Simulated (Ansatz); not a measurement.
Calculation: frozen-core CCSD(T)/def2-TZVPP // B3LYP-D3(BJ)/def2-TZVP run with Ansatz (a program for electronic structure).

Ansatz 0.2 input:
```yaml
crystal:
  periodic: [false, false, false]
  atoms:
    - { symbol: Cl, position_ang: [-1.252351, -1.953706, 0.066635] }
    - { symbol: In, position_ang: [0.001966, -0.010719, 0.00712] }
    - { symbol: Cl, position_ang: [2.312612, -0.125059, 0.003797] }
    - { symbol: Cl, position_ang: [-1.053983, 2.046893, -0.044504] }
basis:
  gaussian: { orbitals: def2-TZVPP }
correlation:
  method: ccsd_t
```

Output:

```
Functional definition: HF
1226 factors; integrals over basis functions are off by at most 9.2e-4 eV
mean field evaluation 1: about -42663.7634 eV, gradient 2.2e1 eV
mean field evaluation 2: about -42663.7996 eV, gradient 2.2e1 eV
mean field evaluation 4: about -42665.2465 eV, gradient 1.5e0 eV
mean field evaluation 8: about -42665.2617 eV, gradient 5.5e-5 eV
mean field evaluation 16: about -42665.1900 eV, gradient 1.5e0 eV
mean field -42665.26174409 eV, -1567.9194495421 hartree, gradient 1.3e-6 eV, S^2 0.000000; 0 other end points of the search recorded, 0 dependent functions left out
19 core orbitals not correlated
reference -42665.26174409 eV, -1567.9194495421 hartree; 17, 17 occupied and 140, 140 virtual orbitals, 1226 factors
second order -22.52711192 eV of doubles, -0.00000000 eV of singles
cycle   1  -23.01868947 eV  change   -4.9e-1 eV  update   1.0e-1
cycle   2  -23.49253858 eV  change   -4.7e-1 eV  update   2.8e-2
cycle   3  -23.59058266 eV  change   -9.8e-2 eV  update   1.7e-2
cycle   4  -23.57752163 eV  change    1.3e-2 eV  update   4.6e-3
cycle   5  -23.57446134 eV  change    3.1e-3 eV  update   1.7e-3
cycle   6  -23.57479250 eV  change   -3.3e-4 eV  update   4.0e-4
cycle   7  -23.57474696 eV  change    4.6e-5 eV  update   1.2e-4
cycle   8  -23.57475831 eV  change   -1.1e-5 eV  update   3.3e-5
perturbative correction -0.94672176 eV, -0.0347913830 hartree
Total energy: -42689.78322416 eV, -1568.8205973134 hartree
```

Cost: roughly 80 core-seconds.
